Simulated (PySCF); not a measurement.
Compound: C₆H₁₅PSi.
Structure used (GFN2-xTB), in Å, numbered top down from 1:
```xyz
23
C6H15PSi angstrom
C     -3.6365    0.2230    0.4361
C     -2.4877   -0.4715   -0.2847
C     -1.3034    0.4677   -0.4906
P      0.0822   -0.3932   -1.3962
C      0.9703   -1.1522    0.0747
C      1.7687    0.1370    0.3435
Si     3.6115   -0.1053    0.7377
C      1.4571    0.8228   -1.0000
H     -3.9865    1.0775   -0.1395
H     -3.3154    0.5779    1.4138
H     -4.4708   -0.4605    0.5759
H     -2.1665   -1.3406    0.2955
H     -2.8296   -0.8359   -1.2564
H     -0.9507    0.8547    0.4690
H     -1.6099    1.3174   -1.1091
H      1.6005   -1.9799   -0.2537
H      0.3363   -1.5024    0.8892
H      1.2942    0.6960    1.1544
H      3.7283   -0.8568    1.9882
H      4.2275   -0.8559   -0.3582
H      4.2462    1.2077    0.8647
H      1.1615    1.8709   -0.9476
H      2.2680    0.7283   -1.7238
```

NICS = −σ at a ghost point: NICS(0) at the centroid of the ring atoms, NICS(1) 1 Å to either side along the normal of their mean plane, zz for the tensor component along that normal. Level: GIAO PBE0/pcSseg-1 (PySCF, non-relativistic, gas phase) on the GFN2-xTB geometry, one conformer.

Ring bond lengths (Å), with Mayer bond orders in brackets: P4–C5 1.878 (0.97), C5–C6 1.540 (0.98), C6–C8 1.540 (0.98), C8–P4 1.878 (0.97).

**Question.** What do the NICS probes read (ppm)?

**Answer.** 
```json
{"ring": "P4–C5–C6–C8", "type": "4-membered ring with P; formal bonds all single", "NICS(0)": "4.1", "NICS(1), two faces": "0.6 / 1.8", "NICS(1)zz, two faces": "8.3 / 9.6", "rms pucker (Å)": "0.09", "centre to ring atoms, mean (Å)": "1.20"}
```

**Question.** What do they say, and how far can they be read as aromaticity?

**Answer.** 
- P4–C5–C6–C8: mean NICS(1)zz 9.0 ppm, deshielded. C5, C6, C8 have four or more neighbours; no verdict on aromaticity is drawn.

**Question.** List the ring angles and the Hirshfeld charges of the ring atoms.

**Answer.** 
- P4–C5–C6–C8: P4 75.5° (+0.141 e), C5 92.5° (-0.117 e), C6 96.6° (-0.114 e), C8 92.5° (-0.117 e); sum 357.2° against 360° for a flat convex ring.

The run took 39 s of wall time on one thread, x86-64 server (shared host). This is the whole shielding run at PBE0/pcSseg-1, SCF included.
